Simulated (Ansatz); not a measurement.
Basis-set extrapolation for `[CH3][Al]([F])[SiH2]F` (PBE0-D4/def2-TZVP geometry, frozen core, Ansatz). Multiplicity 1, RHF reference.

```csv
,def2-TZVPP,def2-QZVPP
HF,-770.780028,-770.808268
MP2 correlation,-0.872980,-0.949029
CCSD(T) correlation,-0.939252,not run
```

Energies in hartree. Use E(X) = E(∞) + A·exp(−7.88·√X) for Hartree–Fock and E(X) = E(∞) + B·X^(−2.97) for correlation, with X = 3 and 4, and add CCSD(T) minus MP2 of the smaller set to the MP2 limit.

**Question.** What is the CCSD(T) energy at the basis-set limit?

**Answer.** HF limit: -770.808268 + (-0.028240) × 0.13774 = -770.81216. MP2 limit: -0.949029 + (-0.076049) × 0.74074 = -1.00536. Higher-order term: -0.939252 − (-0.872980) = -0.06627. Total: -771.88379 hartree, 431.9 kJ/mol below CCSD(T)/def2-TZVPP.
